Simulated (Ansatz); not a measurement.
`OC(S)S[SiH3]` → `OC(S)S` + `[SiH2]`  (silylene loss)

Program: Ansatz. Geometries: PBE0-D4/def2-TZVP. ΔE: electronic, gas phase. CCSD(T)/CBS is the MP2 limit (def2-TZVPP, def2-QZVPP) plus CCSD(T) − MP2 in def2-TZVPP, frozen cores. This one scheme is used for every species. Functionals use def2-TZVPP. B3LYP here is the variant with VWN-RPA as its local correlation; programs differ in this. One conformer a species, not always the lowest.

| level | ΔE (eV) | difference from CCSD(T)/CBS |
| --- | --- | --- |
| PBE-D4 | 3.10 | 0.04 |
| r2SCAN-D4 | 3.28 | 0.22 |
| B3LYP-D4 | 3.00 | -0.06 |
| ωB97X-V | 3.15 | 0.09 |
| ωB97M-V | 3.00 | -0.06 |
| B2PLYP | 2.99 | -0.07 |
| PBE | 3.00 | -0.06 |
| r2SCAN | 3.25 | 0.19 |
| B3LYP | 2.84 | -0.22 |
| MP2/def2-TZVPP | 3.22 | 0.16 |
| CCSD/def2-TZVPP | 2.91 | -0.15 |
| CCSD(T)/def2-TZVPP | 2.97 | -0.09 |
| HF/def2-QZVPP | 2.83 | -0.23 |
| MP2/def2-QZVPP | 3.27 | 0.21 |
| MP2/CBS(def2) | 3.31 | 0.25 |
| CCSD/CBS(def2) | 3.00 | -0.06 |
| CCSD(T)/CBS | 3.06 | 0 |

Largest T1 diagnostic among the species: 0.014.

In def2-TZVPP, CCSD(T) changes the Hartree–Fock value by +0.14 eV (the triples alone add +0.06 eV) and MP2 by +0.39 eV. The D4 term adds +0.16 eV with B3LYP and +0.09 eV with PBE0; it sums over pairs of atoms, weighted by their polarisabilities, and B3LYP, whose exchange is more repulsive, gets the larger term. From PBE to PBE0 (25 % exact exchange), in def2-TZVPP and without D4, ΔE moves by +0.10 eV.
